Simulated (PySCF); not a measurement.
Potassium: a sound run and one with changed settings

Sound run: K²⁺ [Ne] 3s2 3p5, K³⁺ [Ne] 3s2 3p4. Computed with PySCF 2.14 in def2-SVP (5s3p2d, 24 functions), with the non-relativistic Hamiltonian (point nucleus). In the sound run the correlated levels freeze [Ne] 3s2. The sound run starts from symmetry-adapted Hartree-Fock orbitals and uses a fine grid where one is needed.

Changed run: the spin-free X2C one-electron Hamiltonian (Gaussian nucleus). This setting is unsound on purpose.

```json
{"species": "K²⁺", "method": "UHF", "sound run (hartree)": "-597.76878", "changed run (hartree)": "-599.75941", "converged": "yes"}
{"species": "K²⁺", "method": "M06-2X", "sound run (hartree)": "-598.45536", "changed run (hartree)": "-600.44595", "converged": "yes"}
{"species": "K²⁺", "method": "M06-L", "sound run (hartree)": "-598.45601", "changed run (hartree)": "-600.44670", "converged": "yes"}
{"species": "K²⁺", "method": "MP2", "sound run (hartree)": "-597.79284", "changed run (hartree)": "-599.78340", "converged": "yes"}
{"species": "K²⁺", "method": "CCSD(T)", "sound run (hartree)": "-597.79635", "changed run (hartree)": "-599.78688", "converged": "yes"}
{"species": "K³⁺", "method": "UHF", "sound run (hartree)": "-596.04457", "changed run (hartree)": "-598.02976", "converged": "yes"}
{"species": "K³⁺", "method": "M06-2X", "sound run (hartree)": "-596.67713", "changed run (hartree)": "-598.66226", "converged": "yes"}
{"species": "K³⁺", "method": "M06-L", "sound run (hartree)": "-596.67791", "changed run (hartree)": "-598.66306", "converged": "yes"}
{"species": "K³⁺", "method": "MP2", "sound run (hartree)": "-596.05726", "changed run (hartree)": "-598.04242", "converged": "yes"}
{"species": "K³⁺", "method": "CCSD(T)", "sound run (hartree)": "-596.05945", "changed run (hartree)": "-598.04459", "converged": "yes"}
```

Ionisation energy of K²⁺:

```
 method  sound run (eV)  changed run (eV)
    UHF          46.918            47.066
 M06-2X          48.388            48.537
  M06-L          48.385            48.535
    MP2          47.227            47.374
SCS-MP2          47.233            47.380
   CCSD          47.263            47.410
CCSD(T)          47.264            47.410
```

Most of the change in total energy is the relativistic energy itself. On top of that the contraction fixes the core shape for the Hamiltonian it was made with, so the changed run is not a good calculation with the other Hamiltonian either.

For comparison, NIST gives 45.803 eV between the lowest levels.
